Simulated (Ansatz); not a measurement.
A nudged elastic band was laid between two geometries of C3H4SSi (9 atoms, charge 0, multiplicity 1).

Level of theory: UKS PBE-D4/6-31G* (Ansatz).

- movable images: 7
- climbing image: yes
- spring: 5.0 eV/Å²
- optimiser: quadratic models (default)
- start path: through a guess of the saddle point
- force threshold: 0.03 eV/Å
- iteration limit: 60
- end points: relaxed

Initial state:

```xyz
9
Properties=species:S:1:pos:R:3
Si -0.845 -0.902 -1.606
C -0.095 -0.135 -0.124
C 0.426 0.410 0.856
C 1.008 1.009 1.989
S 1.874 2.416 1.964
H -1.788 0.076 -2.236
H 0.243 -1.249 -2.576
H -1.590 -2.143 -1.225
H 0.855 0.472 2.941
```

Final state:

```xyz
9
Properties=species:S:1:pos:R:3
Si -0.633 -0.669 -1.264
C 0.099 0.051 0.298
C 0.304 0.022 1.637
C 0.887 1.103 0.931
S 1.760 2.477 0.827
H -1.558 0.355 -1.841
H 0.494 -0.934 -2.212
H -1.374 -1.934 -0.960
H 0.110 -0.517 2.568
```

What changes between the two ends?

Bonds broken: C4–H9. Bonds formed: C2–C4, C3–H9.

Give the energies along the band, and the barrier.

It converged. The highest image is number 3 of 0 to 8, 259.2 kJ/mol above the first end and 245.9 kJ/mol above the last; the last end lies 13.3 kJ/mol above the first. Neighbouring images differ by up to 2.4 eV, so the band resolves the path poorly. A vibrational analysis at the climbing image gives one clearly imaginary mode, 1003i cm⁻¹: a first-order saddle point.

| image | path coordinate (Å) | energy (kJ/mol) | C4–H9 (Å) | C2–C4 (Å) | C3–H9 (Å) |
| --- | --- | --- | --- | --- | --- |
| 0 | 0.00 | 0.0 | 1.10 | 2.64 | 2.13 |
| 1 | 0.84 | 0.1 | 1.10 | 2.64 | 2.13 |
| 2 | 1.68 | 29.4 | 1.10 | 2.60 | 1.94 |
| 3 | 2.53 | 259.2 | 1.48 | 2.64 | 1.25 |
| 4 | 3.35 | 207.2 | 2.03 | 2.49 | 1.11 |
| 5 | 4.18 | 87.9 | 2.28 | 1.71 | 1.08 |
| 6 | 5.00 | 15.5 | 2.43 | 1.46 | 1.09 |
| 7 | 5.83 | 14.2 | 2.43 | 1.46 | 1.09 |
| 8 | 6.66 | 13.3 | 2.43 | 1.46 | 1.09 |

What is the geometry of the highest image?


```xyz
9
Properties=species:S:1:pos:R:3
Si -0.807 -0.873 -1.424
C -0.559 -0.205 0.259
C 0.324 0.464 0.966
C 1.346 1.147 1.494
S 2.502 1.957 2.213
H -2.068 -0.260 -1.961
H 0.286 -0.655 -2.442
H -1.022 -2.353 -1.285
H 0.086 0.732 2.162
```

Run time: 17 min on 2 threads of Arm Neoverse V1 (shared host), peak memory 0.23 GiB.
